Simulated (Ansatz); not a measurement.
CH2F2SSi, SMILES `F[Si]1(F)CS1`. The species carries charge 0 and has multiplicity 1.

```xyz
7

F    -0.2893   -2.0388   -0.6457
Si    0.3340   -0.7758    0.0623
F     1.0039   -1.3192    1.3818
C    -0.4760    0.8349    0.0073
S     1.1608    0.7523   -1.0074
H    -0.3988    1.5337    0.8346
H    -1.3346    1.0130   -0.6329
```

(1) List the harmonic frequencies (cm⁻¹, unscaled) at PBE0-D4/def2-TZVP in Ansatz. (Best estimate.)

(2) Is this a minimum?

(3) Give the ideal-gas thermochemistry at 298.15 K and 1 bar (rigid rotor, harmonic oscillator; point group Cs, symmetry number 1).

Answers

(1) The calculation gave: 181, 231, 297, 325, 496, 587, 744, 751, 935, 975, 989, 1054, 1418, 3132, 3217.

(2) Yes, all 15 modes are real.

(3) Zero-point energy 91.7 kJ/mol; H(298) − E = 108.6 kJ/mol; entropy 317.3 J/(mol·K), of which translation 167.7, rotation 112.1, vibration 37.5; G(298) − E = 14.0 kJ/mol.
